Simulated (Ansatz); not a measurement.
`[F][Zn][N]([SiH3])[SiH3]` + CH₃OH → `C[O][Zn][F]` + `[SiH3]N[SiH3]`  (ligand exchange at a Zn–N bond)

Calculated with Ansatz (gas phase, PBE0-D4/def2-TZVP geometries, no zero-point term in ΔE). CBS: MP2 limit from def2 TZ/QZ plus the TZ coupled-cluster correction, frozen cores. This one scheme is used for every species. Functionals use def2-TZVPP. B3LYP here is the variant with VWN-RPA as its local correlation; programs differ in this. HSE06 is defined as in plane-wave codes. For Zn outer-core shells are correlated without core-valence functions, which leaves a few kJ/mol of doubt a bond. Scalar relativity is left out up to krypton. Each species was taken in one conformer, which may not be the lowest.

| level | ΔE (kcal/mol) | difference from CCSD(T)/CBS |
| --- | --- | --- |
| LDA (SPW92) | 2.9 | -0.7 |
| PBE-D4 | 2.7 | -0.9 |
| BLYP-D4 | 1.3 | -2.3 |
| r2SCAN-D4 | 2.8 | -0.8 |
| B97M-V | 1.7 | -1.9 |
| PBE0-D4 | 3.7 | 0.1 |
| B3LYP-D4 | 2.2 | -1.4 |
| r2SCAN0-D4 | 3.5 | -0.1 |
| HSE06-D4 | 3.7 | 0.1 |
| BHLYP-D4 | 3.1 | -0.5 |
| CAM-B3LYP-D4 | 1.8 | -1.8 |
| ωB97M-V | 3.1 | -0.5 |
| B2PLYP | 1.9 | -1.7 |
| PBE-QIDH | 3.9 | 0.3 |
| PBE | 1.8 | -1.8 |
| revPBE | 1.4 | -2.2 |
| BLYP | -0.4 | -4.0 |
| r2SCAN | 2.5 | -1.1 |
| PBE0 | 2.8 | -0.8 |
| B3LYP | 0.7 | -2.9 |
| r2SCANh | 2.9 | -0.7 |
| r2SCAN0 | 3.2 | -0.4 |
| HSE06 | 2.9 | -0.7 |
| BHLYP | 1.4 | -2.2 |
| CAM-B3LYP | 0.9 | -2.7 |
| LC-ωPBE | 2.3 | -1.3 |
| HF/def2-SVP | 2.4 | -1.2 |
| MP2/def2-SVP | 4.5 | 0.9 |
| CCSD(T)/def2-SVP | 4.3 | 0.7 |
| HF/def2-TZVPP | 1.4 | -2.2 |
| MP2/def2-TZVPP | 4.5 | 0.9 |
| SCS-MP2/def2-TZVPP | 3.6 | 0.0 |
| CCSD/def2-TZVPP | 3.6 | 0.0 |
| CCSD(T)/def2-TZVPP | 4.1 | 0.5 |
| HF/def2-QZVPP | 1.0 | -2.6 |
| MP2/def2-QZVPP | 4.0 | 0.4 |
| SCS-MP2/def2-QZVPP | 3.2 | -0.4 |
| HF/CBS(def2) | 0.9 | -2.7 |
| MP2/CBS(def2) | 3.9 | 0.3 |
| CCSD/CBS(def2) | 3.1 | -0.5 |
| CCSD(T)/CBS | 3.6 | 0 |

Largest T1 diagnostic among the species: 0.017.

The D4 term adds +1.5 kcal/mol with B3LYP and +0.8 kcal/mol with PBE0; it sums over pairs of atoms, weighted by their polarisabilities, and B3LYP, whose exchange is more repulsive, gets the larger term. From BLYP to BHLYP (50 % exact exchange), in def2-TZVPP and without D4, ΔE moves by +1.8 kcal/mol.

CCSD(T)/CBS has its own doubt, a few kJ/mol and more with outer-core shells, so smaller differences from it don't rank the levels.
